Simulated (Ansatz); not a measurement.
Relaxation of C2H9ClNPSi (15 atoms, charge 0, multiplicity 1), to a largest force component of 0.015 eV/Å in at most 40 steps.

Computed with Ansatz 0.2.0, RKS BHLYP/def2-SVP.

```xyz
15
Properties=species:S:1:pos:R:3
C 0.247 -2.139 -0.804
N 1.041 -1.084 -0.202
C 0.757 0.288 -0.706
Si -0.654 1.157 -0.011
P -0.686 1.073 2.199
Cl -0.750 3.126 -0.590
H 0.328 -2.086 -1.901
H -0.817 -1.950 -0.560
H 0.514 -3.067 -0.423
H 0.980 -1.125 0.841
H 0.752 0.290 -1.768
H 1.682 0.897 -0.398
H -2.036 0.541 -0.497
H 0.340 2.019 2.413
H -1.719 2.010 2.436
```

**Question.** Where does it end, and by what steps?

**Answer.** The forces met the threshold. The force dipped under the threshold on the way, but the program's further checks kept it going. After 10 steps the energy has fallen by 0.539 eV; H10 moved furthest, 0.15 Å.

| step | energy less start (eV) | largest force component (eV/Å) | accepted |
| --- | --- | --- | --- |
| 0 | 0.0000 | 3.492 | yes |
| 1 | -0.4251 | 1.209 | yes |
| 2 | -0.5201 | 0.428 | yes |
| 3 | -0.5338 | 0.229 | yes |
| 4 | -0.5362 | 0.219 | yes |
| 5 | -0.5342 | 0.205 | no |
| 6 | -0.5384 | 0.023 | yes |
| 7 | -0.5386 | 0.013 | yes |
| 8 | -0.5389 | 0.013 | yes |
| 9 | -0.5386 | 0.039 | no |
| 10 | -0.5390 | 0.013 | yes |

```xyz
15
Properties=species:S:1:pos:R:3
C 0.184 -2.077 -0.796
N 1.063 -1.081 -0.239
C 0.831 0.284 -0.662
Si -0.716 1.152 0.011
P -0.670 1.065 2.268
Cl -0.708 3.098 -0.732
H 0.295 -2.101 -1.885
H -0.887 -1.933 -0.581
H 0.467 -3.064 -0.421
H 1.110 -1.155 0.765
H 0.798 0.321 -1.757
H 1.691 0.906 -0.385
H -1.985 0.531 -0.425
H 0.293 2.093 2.411
H -1.789 1.911 2.457
```

Run time: 66 s on 2 threads of Intel(R) Xeon(R) Platinum 8488C (Sapphire Rapids), with other jobs on the host, peak memory 0.42 GiB.
